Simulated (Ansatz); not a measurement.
Program: Ansatz. Geometries: PBE0-D4/def2-TZVP. ΔE: electronic, gas phase. CCSD(T)/CBS adds triple-zeta CCSD(T) − MP2 to the extrapolated MP2 energy (def2 sets, frozen cores). This one scheme is used for every species. Functionals use def2-TZVPP. Open shells (•) are unrestricted, without spin–orbit coupling. Each species was taken in one conformer, which may not be the lowest.

Reaction (homolysis of the B–C bond): `B[CH2][AlH][CH3]` → `[BH2]`• + `[CH2][AlH][CH3]`•

CCSD(T)/CBS gives +113.7 kcal/mol.

Another level gave +115.8 kcal/mol. Which?
A. ωB97M-V/def2-TZVPP
B. RPA@PBE/def2-TZVPP
C. CAM-B3LYP-D4/def2-TZVPP
D. CCSD/def2-TZVPP

A. ωB97M-V 115.8, CCSD/def2-TZVPP 108.2, RPA@PBE/def2-TZVPP 106.3, CAM-B3LYP-D4 111.0 kcal/mol.

Largest T1 diagnostic among the species: 0.011.

Leaving LDA and LC-ωPBE aside and taking each functional with its dispersion term where it has one, the values, not all of them listed here, spread over 8.5 kcal/mol, from BHLYP-D4 to ωB97M-V. LDA lies +18.5 kcal/mol from PBE without D4, its usual overbinding. From PBE to PBE0 (25 % exact exchange), in def2-TZVPP and without D4, ΔE moves by −1.9 kcal/mol: exact exchange takes away binding that semilocal exchange gives to molecules.
